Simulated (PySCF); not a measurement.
## PBE0 on Xe (xenon, neutral)

Configuration: [Xe], closed-shell 1S. Computed with PySCF 2.14 in aug-cc-pVTZ-PP with ECP28MDF, with a scalar-relativistic core potential.

```
Total energy                : -329.3776 hartree
One-electron energy         : -571.8690 hartree
Hartree (Coulomb) energy    : 266.2166 hartree
Exchange-correlation energy : -23.7252 hartree
⟨S²⟩                        : 0.0000
⟨L²⟩                        : 0.000
Sum of ⟨r⟩                  : 32.53 bohr
Sum of ⟨r²⟩                 : 58.73 bohr²
```

```tsv
shell	electrons	mean orbital energy (eV)	rms radius, mean of both spins (bohr)
4s	2	-204.79	0.768
4p	6	-147.59	0.822
4d	10	-62.569	0.939
5s	2	-21.989	1.99
5p	6	-9.513	2.48
```

Energies and moments cover only the electrons outside the core potential.
